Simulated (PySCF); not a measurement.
CH₇GaN₂. Atoms are numbered in the order given.

```xyz
11

Ga     0.0011     0.0025     0.0021
C     -1.4084    -1.3443    -0.2622
H     -1.1286    -2.0332    -1.0760
H     -2.3630    -0.8679    -0.5347
H     -1.5639    -1.9421     0.6493
N      0.0059     1.5941    -0.8948
H     -0.6341     1.8038    -1.6547
H      0.7745     2.2578    -0.8737
N      1.3949    -0.2581     1.1533
H      2.0920     0.4465     1.3751
H      1.4335    -1.0286     1.8133
```

Geometry optimised at TPSSh-D3(BJ)/def2-SVP. The structure was generated by enumeration; whether it is a known compound was not checked. The values are those of a single conformer.

All values below come from TPSSh-D3(BJ)/def2-SVP in PySCF 2.14.0.

Frequencies are harmonic and unscaled.

Computed harmonic wavenumbers and intensities:
| mode | ν (cm⁻¹) | IR (km/mol) | moving atoms (share of kinetic energy) |
|---|---|---|---|
| 1 | 24 | 0.3 | H 97 % |
| 2 | 117 | 131.9 | N 45 %, H 25 %, Ga 23 % |
| 3 | 133 | 13.5 | H 73 %, N 24 % |
| 4 | 146 | 6.0 | H 30 %, C 30 %, N 24 %, Ga 16 % |
| 5 | 175 | 3.0 | N 54 %, H 30 %, Ga 14 % |
| 6 | 219 | 185.9 | H 84 %, Ga 11 % |
| 7 | 291 | 5.2 | H 100 % |
| 8 | 383 | 3.0 | H 98 % |
| 9 | 561 | 7.2 | C 64 %, H 19 %, N 9 %, Ga 9 % |
| 10 | 639 | 0.6 | H 87 %, N 11 % |
| 11 | 685 | 31.6 | N 69 %, H 15 %, Ga 14 % |
| 12 | 706 | 68.0 | N 64 %, Ga 22 %, H 14 % |
| 13 | 715 | 14.7 | H 81 %, C 17 % |
| 14 | 751 | 110.7 | H 75 %, N 20 % |
| 15 | 766 | 72.2 | H 76 %, C 16 % |
| 16 | 1236 | 4.3 | H 81 %, C 19 % |
| 17 | 1454 | 0.5 | H 95 % |
| 18 | 1456 | 1.7 | H 95 % |
| 19 | 1530 | 32.1 | H 89 %, N 11 % |
| 20 | 1543 | 7.5 | H 90 %, N 10 % |
| 21 | 3034 | 10.5 | H 97 % |
| 22 | 3125 | 9.2 | H 91 %, C 9 % |
| 23 | 3136 | 11.9 | H 91 %, C 9 % |
| 24 | 3560 | 12.2 | H 96 % |
| 25 | 3561 | 6.5 | H 96 % |
| 26 | 3661 | 14.9 | H 91 %, N 9 % |
| 27 | 3662 | 11.2 | H 91 %, N 9 % |
